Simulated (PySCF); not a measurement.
How the method moves the HOMO and LUMO of `C#C/C([SiH3])=C/C`

C₅H₈Si.
Geometry (PBE0-D3(BJ)/def2-SVP, Å), atoms numbered from 1 in this order:
```xyz
14
C5H8Si angstrom
C      2.7344    0.4313    1.4856
C      1.6715    0.2432    0.9269
C      0.4402    0.0740    0.2304
Si     0.0947    1.2765   -1.1931
C     -0.4285   -0.9000    0.5849
C     -1.7411   -1.1784   -0.0568
H      3.6715    0.5835    1.9875
H      1.2542    2.2006   -1.3392
H     -0.1089    0.5357   -2.4766
H     -1.1414    2.0747   -0.9234
H     -0.1527   -1.5536    1.4227
H     -1.7745   -2.2113   -0.4428
H     -2.5589   -1.0968    0.6792
H     -1.9661   -0.4973   -0.8904
```

Basis pcSseg-1 throughout (PySCF), one geometry. Geometry: PBE0-D3(BJ)/def2-SVP; no solvent, vibrations or thermal averaging.

Task: How do the orbital energies, the gap and the dipole change with the method?

Result: 
```csv
method,kind,HOMO (eV),LUMO (eV),gap (eV),μ (D),SCF cycles
BLYP,GGA,-5.65,-1.82,3.83,1.26,16
B97-D,GGA,-5.76,-1.89,3.88,1.28,16
OPBE,GGA,-5.81,-1.92,3.89,1.31,16
KT3,GGA,-5.81,-1.93,3.88,1.24,16
KT2,GGA,-5.82,-1.97,3.84,1.27,17
PBE,GGA,-5.83,-1.99,3.84,1.29,16
BP86,GGA,-5.93,-2.09,3.84,1.31,15
LDA,LDA,-6.00,-2.19,3.81,1.32,15
B97-2,global hybrid,-6.62,-1.14,5.48,1.32,14
B3LYP,global hybrid,-6.63,-1.27,5.36,1.29,14
PBE0,global hybrid,-6.86,-1.10,5.76,1.33,14
mPW1PW91,global hybrid,-6.88,-1.12,5.77,1.32,14
BHandHLYP,global hybrid,-7.72,-0.03,7.69,1.33,12
CAM-B3LYP,range-separated hybrid,-8.07,0.04,8.11,1.30,13
wB97X-D,range-separated hybrid,-8.63,0.63,9.26,1.33,13
HF,Hartree–Fock,-9.01,2.58,11.59,1.46,12
LC-wPBE,range-separated hybrid,-9.43,1.07,10.50,1.33,13
```

The HOMO spans 3.78 eV, from BLYP down to LC-wPBE, and the gap runs from 3.81 eV (LDA) to 11.59 eV (HF). Over the methods BLYP (0 %), B97-D (0 %), OPBE (0 %), KT3 (0 %), KT2 (0 %), PBE (0 %), BP86 (0 %), LDA (0 %), B97-2 (21 %), B3LYP (20 %), PBE0 (25 %), mPW1PW91 (25 %), BHandHLYP (50 %), HF (100 %), a straight line through the gap against the share of exact exchange rises by 0.77 eV for each 10 % (correlation coefficient 1.000). The dipole ranges from 1.24 D (KT3) to 1.46 D (HF). This basis has no diffuse functions.
